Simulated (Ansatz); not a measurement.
Task: Name a neutral molecule of Br, C, F, O, Zr and H with LUMO energy (PBE/def2-TZVPP) between -2.10 and -1.80 eV and LUMO energy (B3LYP/def2-TZVPP) between -1.40 and -1.10 eV (Ansatz, PBE0-D4/def2-TZVP geometry).

Result: `C[O][Zr]([F])([F])[Br]` (-1.98 eV, -1.39 eV). Other molecules can fit too; these were computed, each in one conformer that needn't be the lowest.

B3LYP here is the variant with VWN-RPA as its local correlation; programs differ in this.
